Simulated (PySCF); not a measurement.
Predicted microwave data (PBE0/pcSseg-1 in PySCF (dipole) on a GFN2-xTB geometry, gas phase) for one isomer of C6H8F3P:

* Rotational constants: A = 2463, B = 649.6, C = 628.0 MHz
* Dipole components: |μa| = 2.57 D, |μb| = 0.30 D, |μc| = 0.00 D
* Inertial defect: -178.36 u·Å²
* κ: -0.98

Question: Which candidate fits, each taken in the one conformer that was computed?
A. `[CH:1]#[C:2][CH2:3][P:4]([CH2:5][CH3:6])[C:7]([F:8])([F:9])[F:10]` with C2–C3–P4–C5 -71°, C3–P4–C5–C6 -175°
B. `[CH2:1]=[CH:2][CH:3]1[CH2:4][P:5]([C:6]([F:7])([F:8])[F:9])[CH2:10]1` with C1–C2–C3–C4 125°, C2–C3–C4–P5 129°, C3–C4–P5–C6 87°, C4–P5–C10–C3 8°, C2–C3–C10–P5 -129°
C. `[CH3:1][C:2]1=[CH:3][P:4]1[CH2:5][CH2:6][C:7]([F:8])([F:9])[F:10]` with C3–P4–C5–C6 68°, P4–C5–C6–C7 180°

Answer: B. It is C=CC1CP(C(F)(F)F)C1, a near-prolate asymmetric top, point group Cs. The candidates at the same level (rigid rotor, commonest isotopes):

```
             SMILES  A (MHz)  B (MHz)  C (MHz)  μa (D)  μb (D)  μc (D)  Δ (u·Å²)  point group                        rotor
  CC1=CP1CCC(F)(F)F     2422    485.5    468.3    2.77    0.89    0.58   -170.45           C1  near-prolate asymmetric top
C=CC1CP(C(F)(F)F)C1     2463    649.6    628.0    2.57    0.30    0.00   -178.36           Cs  near-prolate asymmetric top
  C#CCP(CC)C(F)(F)F     1580    831.0    633.0    1.59    1.13    0.69   -129.74           C1               asymmetric top
```

`CC1=CP1CCC(F)(F)F` has C 25 % too low; `C#CCP(CC)C(F)(F)F` has A 36 % too low. In the right answer the mirror of this Cs structure is the ab plane, so μc vanishes by symmetry. No structure here is proved a minimum.
